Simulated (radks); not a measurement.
As+, 32 electrons, occupied as [Ar] 3d9 4s2 4p3 (not the ground configuration). Calculated with a radial shooting solver on a logarithmic mesh with Libxc functionals: Dirac Kohn-Sham, PBE, spin-unpolarised, spherical densities, point nucleus; open shells fill j = l - 1/2 first.

X-ray form factor f0, the Fourier transform of the density (f0(0) = 32):

| sin(theta)/lambda (1/angstrom) | f0 (electrons) |
|---|---|
| 0.05 | 31.432 |
| 0.1 | 29.933 |
| 0.15 | 27.952 |
| 0.2 | 25.899 |
| 0.25 | 23.994 |
| 0.3 | 22.289 |
| 0.4 | 19.347 |
| 0.5 | 16.770 |
| 0.6 | 14.462 |
| 0.8 | 10.797 |
| 1 | 8.452 |
| 1.25 | 6.833 |
| 1.5 | 5.923 |
| 2 | 4.627 |
